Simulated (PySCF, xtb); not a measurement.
SnHCl, SMILES [Cl][SnH] (connectivity only; charge and spin as stated), neutral, multiplicity 1.

GFN2-xTB (xtb) at its own geometry gives an orbital gap of 3.26 eV and a dipole moment of 4.79 D.

Geometry: r2SCAN-D4/def2-TZVP. The def2 effective core potentials stand for the cores of Sn; spin–orbit coupling is left out.

What does PBE0/def2-TZVPD run with PySCF give? (Estimate from the structure and the level; the computed values follow.)

gap 3.96 eV (levels -7.05 and -3.09 eV), dipole 2.75 D.
